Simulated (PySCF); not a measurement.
PySCF 2.14 output of an unrestricted LDA calculation on a single atom or ion in aug-cc-pVTZ (8s7p5d3f2g, 93 functions), with no relativity, point nucleus:

```
SCF conv_tol = 1e-09
number electrons alpha = 15  beta = 12
    P. A. M. Dirac.,  Math. Proc. Cambridge Philos. Soc. 26, 376 (1930)
    F. Bloch.,  Z. Phys. 57, 545 (1929)
    S. H. Vosko, L. Wilk, and M. Nusair.,  Can. J. Phys. 58, 1200 (1980)
cycle= 1 E= -1505.0682855297  delta_E= -0.0195  |g|= 0.22  |ddm|= 1.33
cycle= 2 E= -1505.0481113549  delta_E= 0.0202  |g|= 0.446  |ddm|= 0.632
cycle= 3 E= -1505.07637919462  delta_E= -0.0283  |g|= 0.0218  |ddm|= 0.295
cycle= 4 E= -1505.07647106492  delta_E= -9.19e-05  |g|= 0.000963  |ddm|= 0.0415
cycle= 5 E= -1505.07647121672  delta_E= -1.52e-07  |g|= 3.23e-05  |ddm|= 0.00132
cycle= 6 E= -1505.076471217  delta_E= -2.78e-10  |g|= 6.92e-06  |ddm|= 5.88e-05
converged SCF energy = -1505.076471217  <S^2> = 3.750342  2S+1 = 4.000171
```

The run itself started from symmetry-adapted Hartree-Fock orbitals and held the occupation by maximum overlap, on a logarithmic radial grid, so the iterations belong to that start.

**Question.** Which element, charge and spin multiplicity is this?

**Answer.** Ni⁺ (nickel, charge +1), multiplicity 4; the state was [Ar] 3d8 4p1, one real determinant (an excited configuration).

⟨L²⟩ = 14.01 against 20 for a pure G term, so this real determinant mixes terms.
